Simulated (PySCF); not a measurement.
Species: C₇H₁₀N (doublet state).
Numbering: `[H]/[C:1]=[N:2]/[C@@H:3]1[CH2:4][CH2:5][C@@H:6]2[CH2:7][C@H:8]12` (hydrogens: H9 on C1; H10 on C3; H11, H12 on C4; H13, H14 on C5; H15 on C6; H16, H17 on C7; H18 on C8)

Structure used (GFN2-xTB), in Å, numbered top down from 1:
```
atom  x, y, z in Å
C1     1.697   -0.763    1.568
N2     0.511   -0.574    1.846
C3    -0.603   -0.401    0.968
C4    -0.598   -1.342   -0.261
C5    -0.149   -0.511   -1.473
C6    -0.396    0.937   -1.090
C7     0.619    1.557   -0.183
C8    -0.654    1.010    0.387
H9     2.444   -0.844    2.344
H10   -1.489   -0.582    1.588
H11    0.056   -2.196   -0.086
H12   -1.610   -1.714   -0.421
H13    0.910   -0.675   -1.682
H14   -0.714   -0.785   -2.363
H15   -0.936    1.561   -1.787
H16    0.745    2.629   -0.198
H17    1.531    1.008    0.014
H18   -1.374    1.692    0.815
```

The hyperfine couplings belong to this conformer and change with its torsions.

Level of theory: UKS B3LYP, pcH-1 on C H N, non-relativistic, mean-field spin-orbit, GIAO in PySCF. Geometry: GFN2-xTB, one conformer, isolated molecule. A GFN2-xTB geometry isn't a minimum of the functional, and hyperfine couplings can be far from their values at a DFT geometry. Stability of the SCF solution: not tested.

**Question.** Give the principal g shifts and their parts.

**Answer.** 
```
                    Δg (ppm)      1     2     3
relativistic mass correction   -179  -179  -179
            gauge correction     37    12    15
   orbital Zeeman/spin–orbit  -3505    99  1229
                       total  -3647   -68  1066
```

So g = 1.99867, 2.00225, 2.00339 and g_iso = 2.00144; the tensor is rhombic: the two nearest values differ by 24 % of g3 − g1. 

**Question.** At 9.367 GHz, how far is the centre of the isotropic spectrum from where a free electron (g = 2.002319) resonates?

**Answer.** B = hν/(g μB) with μB/h = 13.99624 MHz/mT gives 334.24 mT for the free electron and 334.39 mT at g_iso, 0.15 mT higher.

**Question.** What effective moment and Curie constant follow for a powder?

**Answer.** With the mean of g² = 4.0058 and S(S+1) = 0.75: μ_eff = √(⟨g²⟩S(S+1)) = 1.733 μB and χT = 0.12505·⟨g²⟩·S(S+1) = 0.376 cm³ K/mol (cgs; spin-Hamiltonian part alone).

**Question.** Average each term over the three axes. Which is largest in size?

**Answer.** The orbital-Zeeman/spin–orbit term -726, the mass correction -179 and the gauge correction 21 ppm, for a total of -883 ppm. The orbital-Zeeman/spin–orbit term is the largest in size. The mass correction is the same along every axis, so the anisotropy comes from the other two: their spans along these axes are 25 (gauge) and 4735 ppm (orbital Zeeman/spin–orbit).

**Question.** In a frozen sample, at which fields do the three g values resonate at 9.5, 34, 94 and 263 GHz (hyperfine left aside), and which band first spreads them over more than twice a line width of 0.3 mT?

**Answer.** 
```csv
band,GHz,B(g3) mT,B(g2) mT,B(g1) mT,spread mT
X,9.5,338.80,339.00,339.60,0.80
Q,34.0,1212.56,1213.25,1215.42,2.86
W,94.0,3352.37,3354.27,3360.27,7.91
J,263.0,9379.50,9384.81,9401.62,22.12
```

The spread grows in proportion to the frequency. X band is the first where it exceeds 0.6 mT.

The Mulliken spin populations are largest on C1 (+0.62), N2 (+0.24) and H9 (+0.08).

The HOMO–LUMO gaps are 4.86 eV among the α and 5.88 eV among the β orbitals.
